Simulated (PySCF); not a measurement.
Vertical excitations of a molecule C2H10O2Si2 from TDA-LC-ωPBE/def2-SVPD run with PySCF, as energy in eV (oscillator strength): 6.76 (0.011), 6.88 (0.004), 7.29 (0.002), 7.35 (0.036), 7.52 (0.083), 8.02 (0.016). Lowest triplet (TDA): 6.22 eV. Geometry: r2SCAN-D4/def2-SVP. One conformer was computed; it need not be the lowest.

Q: Identify the compound among the candidates.
A) OC[SiH2][C@H](O)[SiH3]
B) C[SiH](C)O[SiH2]O
C) CO[Si@@H](O)[SiH2]C
D) OC[SiH]([SiH3])CO

A: D, OC[SiH]([SiH3])CO
